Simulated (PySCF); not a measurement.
# IrOI, singlet: computed properties

Method: PBE0/[Ir def2-TZVP with ECP60, O def2-TZVP, I def2-TZVP with ECP28], scalar-relativistic core potentials, density fitting, no spin–orbit coupling, PySCF.

The structure is a minimum.

```json
{
 "Point group": "Cs",
 "Bond lengths": "Ir–I 2.456 Å, Ir–O 1.661 Å",
 "Bond angles": "I–Ir–O 146.6°",
 "Highest occupied level": "-7.25 eV",
 "Dipole moment": "2.14 D",
 "Rotational symmetry number": "1",
 "Heat capacity Cp at 298.15 K": "50.2 J/(mol K)",
 "Enthalpy at 298.15 K above 0 K": "13.16 kJ/mol",
 "Principal quadrupole moments (Buckingham, traceless) about the centre of mass": "-1.94, -0.34, 2.28 D Å",
 "Atomisation energy without zero-point energy": "721 kJ/mol",
 "Rotational constants": "1.574, 0.03071, 0.03013 cm⁻¹",
 "Principal polarisabilities": "52.0, 55.2, 110.7 bohr³",
 "Entropy at 298.15 K and 1 bar": "313.3 J/(mol K)",
 "Zero-point energy": "8.4 kJ/mol",
 "Lowest empty level": "-4.54 eV"
}
```

Harmonic modes (masses in u: Ir 192.963, O 15.995, I 126.904):
| symmetry | ω (cm⁻¹) | IR (km/mol) | type |
| --- | --- | --- | --- |
| a' | 120 | 2.7 | bend |
| a' | 235 | 11.0 | stretch |
| a' | 1046 | 133 | stretch |

Charges (e):
```csv
atom,Mulliken,Löwdin,polar tensor,Mayer order to Ir1
Ir1,0.46,0.01,0.76,–
O2,-0.34,-0.23,-0.56,2.16
I3,-0.12,0.22,-0.20,1.35
```

Mulliken populations on Ir1 (electrons outside its core potential): s 3.09, p 6.24, d 7.17, f 0.04.

Outer orbital energies (eV). occupied: -12.65, -12.51, -10.20, -9.35, -9.18, -8.06, -7.94, -7.25; empty: -4.54, -4.03, -0.44, 0.50.

Formally Ir is in oxidation state +3, d6, with 0 unpaired electrons (the high-spin count would be 4). The polar-tensor charge on Ir, 0.76, is far below the formal one.

Other isomers or separated fragments may lie lower. No spin–orbit coupling is included, which matters more the heavier the element.

The final relaxation and frequency run took of the order of 2.1 core-minutes on a shared host.
